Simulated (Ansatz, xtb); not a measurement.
Relative energy of two structures of AlFH6Si3

Structure X: `[F][Al]1[SiH2][SiH2][SiH2]1`, a singlet. Structure Y: a singlet given by its coordinates. Both are isolated molecules in the gas phase, relaxed with PBE0-D3(BJ)/def2-SVP.

X (Å):

```yaml
atoms:
  - { symbol: Al, position_ang: [-1.6019, 1.9581, -1.9775] }
  - { symbol: F, position_ang: [-1.9760, 3.1713, -3.0585] }
  - { symbol: Si, position_ang: [-0.2224, -0.0595, -2.0878] }
  - { symbol: Si, position_ang: [-1.7554, -0.8527, -0.4622] }
  - { symbol: Si, position_ang: [-2.4599, 1.3063, 0.2192] }
  - { symbol: H, position_ang: [1.0979, 0.1857, -1.4171] }
  - { symbol: H, position_ang: [-0.0165, -0.9023, -3.3046] }
  - { symbol: H, position_ang: [-1.2265, -1.7687, 0.5931] }
  - { symbol: H, position_ang: [-2.8971, -1.5039, -1.1841] }
  - { symbol: H, position_ang: [-1.5330, 1.7916, 1.2954] }
  - { symbol: H, position_ang: [-3.8757, 1.4534, 0.6743] }
```

Y (Å):

```xyz
11

Al   -1.1858   -0.5553    0.4247
F    -1.1300    0.5980   -0.7934
Si   -1.9403    0.4320    2.4488
Si   -2.3351    2.5319    2.1390
Si   -2.0176    3.5391    0.0504
H    -0.7511   -2.0265    0.0468
H    -2.1452   -0.2003    3.7831
H    -2.8230    3.4278    3.2306
H    -2.3879    4.9789    0.2206
H    -2.9085    2.9278   -0.9759
H    -0.5906    3.4524   -0.3701
```

Close contacts (Å): Al1–F2 1.68, Al1–Si3 2.38, Si3–Si4 2.16, Si4–Si5 2.34, Al1–H6 1.58, Si3–H7 1.49, Si4–H8 1.49, Si5–H9 1.50, Si5–H10 1.49, Si5–H11 1.49.

Task: Estimate E(Y) − E(X) at the level CCSD(T)/def2-SVP + ΔMP2/def2-TZVPP.

Result: Calculated at CCSD(T)/def2-SVP + ΔMP2/def2-TZVPP: E(Y) − E(X) = +0.996 eV, so structure X lies lower.

How the difference moves with the method:

| level | geometry | E(Y) − E(X) (eV) | departure from the last row (eV) | job, with rough time for the two |
| --- | --- | --- | --- | --- |
| PBE0-D3(BJ)/def2-SVP | PBE0-D3(BJ)/def2-SVP | +1.203 | +0.208 | optimisation, 2.2 min |
| HF/def2-SVP | PBE0-D3(BJ)/def2-SVP | +1.027 | +0.031 | part of the CCSD(T) run |
| MP2/def2-SVP | PBE0-D3(BJ)/def2-SVP | +0.987 | −0.009 | part of the CCSD(T) run |
| CCSD(T)/def2-SVP | PBE0-D3(BJ)/def2-SVP | +0.939 | −0.057 | single point |
| CCSD(T)/def2-SVP + ΔMP2/def2-TZVPP | PBE0-D3(BJ)/def2-SVP | +0.996 |  | single point, 25 s |

None of the levels shown reverses the order. The largest departure from CCSD(T)/def2-SVP + ΔMP2/def2-TZVPP is that of PBE0-D3(BJ)/def2-SVP, 0.208 eV. Levels run at GFN2-xTB geometries aren't shown. The last row adds to CCSD(T) the change of the MP2 difference between the two basis sets, here +0.057 eV.

With harmonic frequencies from PBE0-D3(BJ)/def2-SVP (ideal gas, rigid rotor, one conformer each, 298.15 K, 1 atm): on the last row, ΔE + ΔZPE = +0.967 eV. A mode under 50 cm⁻¹ makes harmonic enthalpies and free energies unreliable, so none is given.

The correlated steps freeze 21 core orbitals. Programs: Ansatz 0.2.0; the last row on 2 threads of Intel(R) Xeon(R) 6975P-C (Granite Rapids) on a shared host.
